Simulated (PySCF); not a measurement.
A calculated (UHF, PySCF 2.14, cc-pVDZ-DK, the spin-free X2C one-electron Hamiltonian (Gaussian nucleus)) atom or ion has these occupied shells.

| shell | electrons | orbital energy (eV) | rms radius, mean of both spins (bohr) |
| --- | --- | --- | --- |
| 1s | 2 | -10449.1 | 0.0560 |
| 2s | 2 | -1349.6 | 0.235 |
| 2p | 6 | -1171.6 | 0.211 |
| 3s | 2 | -187.43 | 0.698 |
| 3p | 6 | -131.47 | 0.737 |
| 3d | 10 | -39.943 | 0.897 |
| 4s | 2 | -19.064 | 2.48 |

**Question.** Name the element and its charge.

**Answer.** Ga⁺ (gallium, charge +1), in [Ar] 3d10 4s2, closed-shell 1S.
